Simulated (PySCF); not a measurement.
## Sb²⁺ (antimony, charge +2) across methods

[Kr] 4d10 5s2 5p1, 2P determinant. All numbers are calculated (PySCF 2.14, the spin-free X2C one-electron Hamiltonian (Gaussian nucleus), in aug-cc-pVQZ-DK3 (9s8p6d3f2g, 102 functions)).

```csv
method,E (hartree),mean ε 5s α (eV),mean ε 5s β (eV),mean ε 5p α (eV),Σ⟨r²⟩ (bohr²),⟨S²⟩
PBE,-6479.14,-29.700,-28.923,-20.494,37.85,0.751
r2SCAN,-6479.56,-30.023,-29.036,-20.869,37.83,0.754
PW91,-6480.07,-29.805,-29.024,-20.562,37.83,0.751
HSE06,-6479.14,-30.631,-29.581,-21.229,37.88,0.752
UHF,-6476.80732,-34.067,-31.715,-24.442,38.31,0.759
PBE0,-6479.22,-31.026,-29.896,-21.656,37.86,0.752
LDA,-6473.35,-30.068,-29.392,-20.592,37.76,0.751
TPSSh,-6479.29,-30.235,-29.163,-21.042,37.86,0.752
```
